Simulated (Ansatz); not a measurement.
Stepwise reaction of `F[Si@H](Cl)[Si@@H](F)Cl` with water, as a gas-phase model of exchange steps in deposition or etching. ΔE in kJ/mol.

Isolated molecules relaxed with PBE0-D4/def2-TZVP in Ansatz; ΔE leaves out vibrations. CCSD(T)/CBS adds triple-zeta CCSD(T) − MP2 to the extrapolated MP2 energy (def2 sets, frozen cores). This one scheme is used for every species. Functionals use def2-TZVPP. B3LYP here is the variant with VWN-RPA as its local correlation; programs differ in this. One conformer a species, not always the lowest.

| step | reaction | PBE-D4 | B3LYP-D4 | ωB97M-V | CCSD(T)/CBS |
| --- | --- | --- | --- | --- | --- |
| 1 | `F[Si@H](Cl)[Si@@H](F)Cl` + H₂O → `O[Si@H](Cl)[Si@H](F)Cl` + H–F | 31.3 | 34.2 | 34.1 | 33.6 |

Question: Give the row of step 2, `O[Si@H](Cl)[Si@H](F)Cl` + H₂O → `O[Si@@H](Cl)[Si@@H](O)Cl` + H–F. (Best estimate.)

Answer: The calculation gave: 
| step | reaction | PBE-D4 | B3LYP-D4 | ωB97M-V | CCSD(T)/CBS |
| --- | --- | --- | --- | --- | --- |
| 2 | `O[Si@H](Cl)[Si@H](F)Cl` + H₂O → `O[Si@@H](Cl)[Si@@H](O)Cl` + H–F | 32.6 | 34.5 | 33.9 | 33.3 |

Question: By hand: ΔE of the 2 steps together at CCSD(T)/CBS.

Answer: (33.6) + (33.3) = 66.9 kJ/mol, or 33.5 kJ/mol a step.

In ΔE the steps differ by no more than 0.3 kJ/mol. All are uphill at CCSD(T)/CBS. PBE-D4 differs from CCSD(T)/CBS by -2.3 to -0.7 kJ/mol a step. Isolated molecules leave out the surface, adducts and barriers. Largest T1 diagnostic: 0.011.
